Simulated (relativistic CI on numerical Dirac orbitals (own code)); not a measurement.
## Spin-allowed bands of a d2 ion in an octahedral site, by hand

Problem. Take Δ = 9400 cm⁻¹ and B = 650 cm⁻¹ for a d2 ion in an octahedral site. Calculate the three spin-allowed bands.

Working.
1. The terms of highest spin are 3F (energy 0) and 3P (15B = 9750 cm⁻¹). Here the F term splits into A2 at +1.2Δ = 11280, T2 at +0.2Δ = 1880 and T1 at −0.6Δ = -5640 cm⁻¹.
2. The two T1 states mix through the element 0.4Δ: H = [[-5640, 3760], [3760, 9750]], with roots ½(H₁₁ + H₂₂) ∓ ½√[(H₂₂ − H₁₁)² + 4H₁₂²] = ½(4110) ∓ ½(17129) = -6509 and 10619 cm⁻¹.
3. The ground term is 3T1 at -6509 cm⁻¹.
4. Bands: 3T2 8389 cm⁻¹ (1192 nm), 3T1(P) 17129 cm⁻¹ (584 nm), 3A2 17789 cm⁻¹ (562 nm).

Check. Exact diagonalisation of the whole d2 shell with these parameters gives 3T2 8389, 3T1 17129, 3A2 17789 cm⁻¹. The match is exact, since without spin-orbit coupling no other term has this spin. The ratio of the second band to the first, 2.042, depends on Δ/B = 14.5 alone, which is how a Tanabe-Sugano diagram is read.
